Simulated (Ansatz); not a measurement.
`S[SiH2]CCl` + `[NH2][GeH2][OH]` → `[NH2][GeH]([OH])[CH2]Cl` + `[SiH3]S`  (formal exchange of groups at a C–Si bond)

Program: Ansatz. Geometries: PBE0-D4/def2-TZVP. ΔE: electronic, gas phase. CBS: MP2 limit from def2 TZ/QZ plus the TZ coupled-cluster correction, frozen cores. DFT in def2-TZVPP. For Ge outer-core shells are correlated without core-valence functions, which leaves a few kJ/mol of doubt a bond. Scalar relativity is left out up to krypton. One conformer a species, not always the lowest.

Q: Is it downhill or uphill in electronic energy at CCSD(T)/CBS, and by how much? (An estimate is asked.)

A: The calculation gave: Nearly level: ΔE = -2.1 kJ/mol.

Q: What do these levels give: r2SCAN-D4, ωB97X-V, CCSD/def2-TZVPP, CCSD(T)/def2-TZVPP, SCS-MP2/def2-QZVPP, MP2/CBS(def2)? (Estimate.)

A: The calculation gave: r2SCAN-D4 1.4, ωB97X-V -1.4, CCSD/def2-TZVPP -4.7, CCSD(T)/def2-TZVPP -4.8, SCS-MP2/def2-QZVPP -2.3, MP2/CBS(def2) -1.6 kJ/mol.

Largest T1 diagnostic among the species: 0.011.
